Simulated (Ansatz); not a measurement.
A nudged elastic band was laid between two geometries of H$_{3}$O$_{2}$Sn (6 atoms, charge 0, multiplicity 2).

Level of theory: UKS PBE0-D4/def2-SVP (Ansatz).

* movable images: 7
* climbing image: yes
* spring: 5.0 eV/Å²
* optimiser: quadratic models (default)
* start path: IDPP
* force threshold: 0.05 eV/Å
* iteration limit: 59
* end points: relaxed

Image 0:

```xyz
6
Properties=species:S:1:pos:R:3
O -1.299 -0.676 -0.230
Sn 0.404 0.296 -0.639
O 1.414 -0.020 1.044
H -1.861 -0.802 -1.004
H 0.151 2.033 -0.626
H 1.233 -0.895 1.409
```

Image 8:

```xyz
6
Properties=species:S:1:pos:R:3
O -1.327 -0.018 -1.019
Sn 0.569 0.364 -0.512
O 0.878 -0.296 1.351
H -1.567 -0.950 -0.959
H 0.581 2.092 -0.334
H 0.909 -1.257 1.428
```

(1) What changes between the two ends?

(2) What energy profile does the band end with?

(3) What is the geometry of the highest image?

(4) What are the harmonic wavenumbers there?

Results:

(1) No bond is made or broken. The dihedral H4–O1–Sn2–O3 goes from -168 to -57°.

(2) The forces met the threshold. The highest image is number 4 of 0 to 8, 0.009 eV above the ends, which have the same energy within 2 meV. A vibrational analysis at the climbing image gives one clearly imaginary mode, 130i cm⁻¹: a first-order saddle point.

```
image  path coordinate (Å)  energy (eV)  dihedral H4–O1–Sn2–O3 (°)
    0                 0.00        0.000                       -168
    1                 0.13        0.001                       -155
    2                 0.26        0.005                       -143
    3                 0.40        0.008                       -130
    4                 0.53        0.009                       -117
    5                 0.71        0.007                       -100
    6                 0.88        0.003                        -85
    7                 1.06        0.000                        -71
    8                 1.24        0.001                        -57
```

(3) 
```xyz
6
Properties=species:S:1:pos:R:3:forces:R:3
O -1.461 -0.259 -0.393 -0.01 0.00 0.00
Sn 0.433 0.352 -0.603 0.01 0.02 -0.01
O 1.336 -0.235 1.074 0.00 -0.01 0.01
H -1.731 -0.910 -1.050 0.00 0.00 0.00
H 0.439 2.088 -0.445 0.00 0.00 0.00
H 1.025 -1.099 1.370 0.01 0.00 0.00
```

(4) 130i, 139, 253, 488, 527, 595, 610, 782, 813, 1771, 3881, 3899 cm⁻¹.

Run time: 2.8 min on 1 thread of Arm Neoverse V2, with other jobs on the host, peak memory 0.17 GiB.
